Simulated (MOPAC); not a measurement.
Input for MOPAC: AM1 on KF, a point of a bond scan (R = 8.807 Å).

```
AM1 1SCF PRECISE CHARGE=0 THREADS=1
FK

K     -0.00000000 1    -0.00000000 1    -0.70772998 1
F      0.00000000 1     0.00000000 1     8.09957642 1
```

It printed:

```
*******************************************************************************
 **                                                                           **
 **                              MOPAC v23.2.5                                **
 **                                                                           **
 *******************************************************************************
 ** MOPAC's Digital Object Identifier: https://doi.org/10.5281/zenodo.6511958 **
 **                                                                           **
 ** Please cite the open-source release paper for use of this MOPAC version:  **
 ** J. E. Moussa and J. J. P. Stewart (2026)                                  **
 ** MOPAC: An open-source semiempirical molecular orbital program             **
 ** J. Open Source Softw., 11(119), 8025, https://doi.org/10.21105/joss.08025 **
 *******************************************************************************

                              AM1 CALCULATION RESULTS

 *******************************************************************************
 *  AM1        - The AM1 Hamiltonian to be used
 *
 *
 *
 *                 CHARGE ON SYSTEM = 0
 *
 *
 *
 *  PRECISE    - TIGHTER CRITERIA TO BE USED
 *  1SCF       - DO 1 SCF AND THEN STOP
 *  THREADS=1  - MULTI-THREADING NOT USED
 *  T=         - A TIME OF 172800.0 SECONDS REQUESTED
 *  DUMP=N     - RESTART FILE WRITTEN EVERY 7200.0 SECONDS REQUESTED
 *******************************************************************************
AM1 1SCF PRECISE CHARGE=0 THREADS=1
 FK

   ATOM   CHEMICAL          X               Y               Z
  NUMBER   SYMBOL      (ANGSTROMS)     (ANGSTROMS)     (ANGSTROMS)

     1       K         -0.00000000  *  -0.00000000  *  -0.70772998  *
     2       F          0.00000000  *   0.00000000  *   8.09957642  *



          CARTESIAN COORDINATES

    NO.       ATOM           X           Y           Z

     1         K         -0.0000     -0.0000     -0.7077
     2         F          0.0000      0.0000      8.0996

  F: (AM1): M.J.S. DEWAR AND E. G. ZOEBISCH, THEOCHEM, 180, 1 (1988).
  K: (AM1): J. J. P. STEWART, J. MOL. MOD., 10, 155-164 (2004)

           Empirical Formula: K F  =     2 atoms



      MOLECULAR POINT GROUP   :   C*v


      RHF CALCULATION, NO. OF DOUBLY OCCUPIED LEVELS = 4



 ALL CONVERGERS ARE NOW FORCED ON
 SHIFT=10, PULAY ON, CAMP-KING ON
 AND ITERATION COUNTER RESET



 -------------------------------------------------------------------------------
 AM1 1SCF PRECISE CHARGE=0 THREADS=1
 FK



     1SCF WAS SPECIFIED, SO BFGS WAS NOT USED
     SCF FIELD WAS ACHIEVED


                              AM1 CALCULATION
                                                       MOPAC v23.2.5 Linux




          FINAL HEAT OF FORMATION =         81.95705 KCAL/MOL =     342.90828 KJ/MOL


          COSMO AREA              =        167.47 SQUARE ANGSTROMS
          COSMO VOLUME            =        161.16 CUBIC ANGSTROMS

          IONIZATION POTENTIAL    =          3.562174 EV
          HOMO LUMO ENERGIES (EV) =         -3.562 -1.966
          NO. OF FILLED LEVELS    =          4
          MOLECULAR WEIGHT        =         58.0967         POINT GROUP:  C*v

          MOLECULAR DIMENSIONS (Angstroms)

            Atom       Atom       Distance
            F     2    K     1     8.80731
            F     2    K     1     0.00000
            K     1    F     2     0.00000


          SCF CALCULATIONS        =          1





   ATOM   CHEMICAL          X               Y               Z
  NUMBER   SYMBOL      (ANGSTROMS)     (ANGSTROMS)     (ANGSTROMS)

     1       K         -0.00000000  *  -0.00000000  *  -0.70772998  *
     2       F          0.00000000  *   0.00000000  *   8.09957642  *

                             CARTESIAN COORDINATES

   1    K       -0.000000000    -0.000000000    -0.707729980
   2    F        0.000000000     0.000000000     8.099576420


           Empirical Formula: K F  =     2 atoms



      MOLECULAR POINT GROUP   :   C*v


                  EIGENVALUES
 -34.01859  -4.44862  -4.44862  -3.56217  -1.96591  -0.77850  -0.77850  -0.68417


              NET ATOMIC CHARGES AND DIPOLE CONTRIBUTIONS

  ATOM NO.   TYPE          CHARGE      No. of ELECS.   s-Pop       p-Pop
    1          K           0.831783        0.1682     0.16818     0.00004
    2          F          -0.831783        7.8318     2.00000     5.83178
 DIPOLE           X         Y         Z       TOTAL
 POINT-CHG.     0.000     0.000   -35.187    35.187
 HYBRID        -0.000    -0.000    -0.029     0.029
 SUM           -0.000    -0.000   -35.216    35.216


          ATOMIC ORBITAL ELECTRON POPULATIONS

     Atom    s        px        py        pz
    1  K   0.16818   0.00000   0.00000   0.00004
    2  F   2.00000   2.00000   2.00000   1.83178

 **********************
 *                    *
 * JOB ENDED NORMALLY *
 *                    *
 **********************




 == MOPAC DONE ==
```

The run finished.

Cost: roughly 0.08 core-seconds.
